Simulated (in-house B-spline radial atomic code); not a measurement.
A fraction x of an electron is removed from 4s in Sc⁺, starting from [Ar] 3d1 4s1 and keeping the highest spin. Computed with an all-electron radial atomic-structure program (B-spline basis): non-relativistic RPBE, spin-polarised, spherical fractional occupations, point nucleus.

| x | E(x) - E(0) (eV) | 4s up level (eV) |
| --- | --- | --- |
| 0 | 0.0000 | -10.106 |
| 0.04 | 0.4087 | -10.328 |
| 0.16 | 1.6882 | -10.996 |
| 0.29 | 3.1648 | -11.721 |
| 0.4 | 4.4878 | -12.336 |
| 0.5 | 5.7496 | -12.900 |
| 0.56 | 6.5339 | -13.243 |
| 0.64 | 7.6118 | -13.709 |
| 0.84 | 10.4767 | -14.973 |
| 0.96 | 12.3252 | -15.846 |
| 1 | 12.9648 | - |

The exact functional would give a straight line between the two integer points. Deviations E(x) - E(0) - x[E(1) - E(0)], in eV: -0.11 at x = 0.04, -0.386 at x = 0.16, -0.595 at x = 0.29, -0.698 at x = 0.4, -0.733 at x = 0.5, -0.726 at x = 0.56, -0.686 at x = 0.64, -0.414 at x = 0.84, -0.121 at x = 0.96.

The curve lies below the straight line by up to 0.733 eV (at x = 0.5): convex, the delocalisation error that favours fractional charges.

(1) How well does Slater's transition state (minus the level at half occupation) give the ionisation energy?

## Answers

(1) It gives 12.900 eV against 12.965 eV from the two total energies; NIST lists 12.80 eV, ground level to ground level.
